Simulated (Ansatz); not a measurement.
Consider the silylene formation by 1,1-elimination: `C[SiH](C)[SnH3]` → `[CH3][SnH3]` + `C[SiH]`.

Isolated molecules relaxed with PBE0-D4/def2-TZVP in Ansatz; ΔE leaves out vibrations. CBS: MP2 limit from def2 TZ/QZ plus the TZ coupled-cluster correction, frozen cores. This one scheme is used for every species. DFT in def2-TZVPP. Elements past krypton have def2 core potentials. For Sn outer-core shells are correlated without core-valence functions, which leaves a few kJ/mol of doubt a bond.

```csv
level,ΔE (kcal/mol)
r2SCAN,70.4
MP2/def2-TZVPP,68.4
CCSD(T)/def2-TZVPP,64.0
MP2/def2-QZVPP,69.6
```

Problem. What does CCSD(T)/CBS give? (Estimate.)

Solution. Computed: +66.2 kcal/mol. The listed levels differ from it by 4.2, 2.2, -2.2, 3.4 kcal/mol.

Largest T1 diagnostic among the species: 0.012.

In def2-TZVPP, CCSD(T) changes the Hartree–Fock value by +4.0 kcal/mol (the triples alone add +0.9 kcal/mol) and MP2 by +8.4 kcal/mol. From PBE to PBE0 (25 % exact exchange), in def2-TZVPP and without D4, ΔE moves by +2.4 kcal/mol.
